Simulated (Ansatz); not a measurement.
`[CH3][GeH2][SeH]` + HI → `[CH3][GeH2][I]` + H₂Se at 298.15 K and 1 bar (ligand exchange at a Ge–Se bond).

Gas-phase electronic energies from Ansatz, PBE0-D4/def2-TZVP geometries. CCSD(T)/CBS adds triple-zeta CCSD(T) − MP2 to the extrapolated MP2 energy (def2 sets, frozen cores). def2 core potentials past Kr. For Ge, I, Se outer-core shells are correlated without core-valence functions, which leaves a few kJ/mol of doubt a bond. Scalar relativity is left out up to krypton. Each species was taken in one conformer, which may not be the lowest.

```json
{"species": "`[CH3][GeH2][SeH]`", "CCSD(T)/CBS energy (Eh)": "-4518.50643", "H − E (kJ/mol)": "177.8", "S (J/(mol·K))": "340.2"}
{"species": "HI", "CCSD(T)/CBS energy (Eh)": "-298.03592", "H − E (kJ/mol)": "22.7", "S (J/(mol·K))": "206.5"}
{"species": "`[CH3][GeH2][I]`", "CCSD(T)/CBS energy (Eh)": "-2414.65603", "H − E (kJ/mol)": "156.5", "S (J/(mol·K))": "332.4"}
{"species": "H₂Se", "CCSD(T)/CBS energy (Eh)": "-2401.89790", "H − E (kJ/mol)": "45.8", "S (J/(mol·K))": "219.1"}
```

H − E and S are ideal-gas, rigid-rotor, harmonic terms from PBE0-D4/def2-TZVP, for one conformer and one mirror image of each species. 1 Eh = 2625.50 kJ/mol, R = 8.31446 J/(mol·K).

Problem. By hand: ΔE, ΔH, ΔS and ΔG.

Solution. ΔE = (-2414.65603) + (-2401.89790) − (-4518.50643) − (-298.03592) = -0.01158 Eh = -30.4 kJ/mol. Δ(H − E) = 156.5 + 45.8 − 177.8 − 22.7 = 1.8, so ΔH = -28.6 kJ/mol. ΔS = 332.4 + 219.1 − 340.2 − 206.5 = 4.8 J/(mol·K). ΔG = -28.6 − 298.15 × (4.8)/1000 = -30.0 kJ/mol.

Problem. By hand: the equilibrium constant, and the temperature at which ΔG would vanish if ΔH and ΔS stayed fixed.

Solution. log₁₀ K = −ΔG/(RT ln 10) = 5.3. ΔH and −TΔS have one sign here, so there is no such temperature.

The number of gas molecules stays the same, so ΔS is small and ΔH decides. A doubt of 5 kJ/mol in ΔE shifts log₁₀ K by 0.9 here. Other conformers and mirror images would add mixing entropy, several J/(mol·K) or more a flexible species. These are equilibria of isolated gas molecules and say nothing of rates. Largest T1 diagnostic: 0.010 (customary marks: 0.02 for closed shells, 0.045 for open ones).

ΔS is within the doubt of such terms, so its sign, and with it that verdict, could turn.
